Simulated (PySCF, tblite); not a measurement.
C₄H₈F₂O₃Si.
Cartesian coordinates in Å at the GFN2-xTB level; atoms count from 1:
```xyz
18
C4H8F2O3Si angstrom
C     -0.589   -0.725   -2.233
C     -0.830   -0.156   -1.064
O     -1.888    0.592   -0.811
Si    -2.265    1.347    0.602
O     -0.019   -0.241    0.081
C      1.048   -1.054    0.136
F      0.737   -2.325   -0.194
F      1.976   -0.681   -0.812
O      1.606   -1.091    1.350
C      2.018    0.175    1.872
H     -1.293   -0.578   -3.029
H      0.273   -1.328   -2.428
H     -2.380    0.388    1.698
H     -1.250    2.351    0.920
H     -3.533    1.914    0.172
H      2.498   -0.059    2.818
H      2.729    0.652    1.195
H      1.156    0.825    2.031
```

Jobs on this species (18 atoms, 88 electrons) with PySCF (density fitting) and tblite. Hardware of each: Arm Neoverse N1, one thread, no GPU, shared host. Times come from a shared host and carry two figures at best.

```json
{"level and settings": "PBE0/pcSseg-1", "work": "shieldings, charges and field gradients", "basis functions": "217", "SCF cycles": "?", "wall time": "?"}
{"level and settings": "GFN2-xTB", "work": "L-BFGS relaxation", "basis functions": "–", "SCF cycles": "–", "wall time": "1.6 s"}
{"level and settings": "GFN2-xTB", "work": "Hessian by finite differences", "basis functions": "–", "SCF cycles": "–", "wall time": "1.2 s"}
```

**Question.** Fill in the missing figures.

**Answer.** 
- PBE0/pcSseg-1; shieldings, charges and field gradients: 83 s, 14 SCF cycles

**Question.** What do all jobs in the table cost together?

**Answer.** About 86 s; the longest takes about 97 % of that, and about 69 times as long as the shortest.
